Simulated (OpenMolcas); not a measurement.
## Ta3+ in Cs2NaYCl6: curves along the breathing mode

Ta3+ with its 6 nearest chloride ions, on the Y site of Cs2NaYCl6 (a = 10.7396 Å, distance in the model lattice 2.619 Å). The rest of the host is ab initio model potentials to 7.6 Å, with orthogonalisation functions on the cations behind the ligands, and point charges beyond; the distance is set by hand and nothing relaxes. Ligand basis ANO-RCC-VDZP.

```
Program             : OpenMolcas 26.06
Method              : CASSCF
Basis               : ANO-RCC-VDZP [7s6p4d2f1g]
Scalar Hamiltonian  : DKH2, point nucleus
Active space        : 2 electrons in 5 orbitals (5d)
State averaging     : 2S+1 = 3 even, 10 roots; 2S+1 = 1 even, 15 roots
Spin-orbit coupling : state interaction with AMFI integrals over the reference wave functions
```

Spin-free energies (labels of O, the rotations of Oh) in cm-1 above the lowest fitted minimum, as all ligands move together:

```tsv
R (Å)	3T1	1T2	1E	1A1	3T2	3T1(2)	1T2(2)
2.362	8680	16590	16740	27180	35510	42240	43500
2.418	3220	11350	11460	22030	27520	34460	35890
2.473	540	8860	8950	19590	22540	29670	31220
2.529	130	8610	8680	19330	19980	27270	28930
2.584	1660	10280	10350	20970	19600	27040	28770
2.64	4930	13680	13750	24280	21110	28690	30480
2.696	9710	18570	18650	29050	24330	32030	33860
```

Cubic fits give the following; the wavenumber is harmonic, with the mass of all moving ligands, small differences in it between states hang on the degree of the fit, a number in brackets counts states of one label, and the table is a selection of at most 14 states with clean curves.

```csv
State,R0 (Å),Breathing mode (cm-1),Minimum (cm-1)
3T1,2.512,329,0
1T2,2.508,329,8430
1E,2.508,329,8510
1A1,2.508,325,19160
3T2,2.566,321,19490
3T1(2),2.562,321,26880
1T2(2),2.560,320,28590
1T1,2.561,320,30700
3A2,2.618,312,38390
1E(2),2.614,312,47640
1A1(2),2.604,316,58470
```

The minimum of 3T2 is shifted by +0.0540 Å against 3T1 (from the unrounded fits). With M = 212.7 u for the moving shell, the Huang-Rhys factor in this mode is S = M ω ΔR² / 2ħ = 0.01483 × 212.7 × 329 × 0.0540² = 3.03. Only the first shell moves, against a rigid host.

An orbital triplet at a regular site is open to Jahn-Teller coupling, which can distort the site and quench the lowest spin-orbit gaps and is left out. Without dynamic correlation the repulsion within the d shell is too large (B by tens of per cent), so at a given field states of lower spin stand too high. With metal d orbitals alone the field can be off either way by tens of per cent. Ligand-to-metal charge-transfer states are missing. With no ligand orbital active B as a rule stays too high, so bands that hang on it stand too high and its fall with covalency is understated. The least metal-like active orbital is 69 % on the metal (Löwdin) and no ligand orbital is active, so the numbers are rough (holds for R = 2.362). The least metal-like active orbital is 72 % on the metal (Löwdin) and no ligand orbital is active, so the numbers are rough (holds for R = 2.418). The least metal-like active orbital is 74 % on the metal (Löwdin) and no ligand orbital is active, so the numbers are rough (holds for R = 2.473). The least metal-like active orbital is 76 % on the metal (Löwdin) and no ligand orbital is active, so the numbers are rough (holds for R = 2.529). The least metal-like active orbital is 78 % on the metal (Löwdin) and no ligand orbital is active, so the numbers are rough (holds for R = 2.584). The least metal-like active orbital is 79 % on the metal (Löwdin) and no ligand orbital is active, so the numbers are rough (holds for R = 2.64). The least metal-like active orbital is 81 % on the metal (Löwdin) and no ligand orbital is active, so the numbers are rough (holds for R = 2.696). No measured value stands beside these numbers.
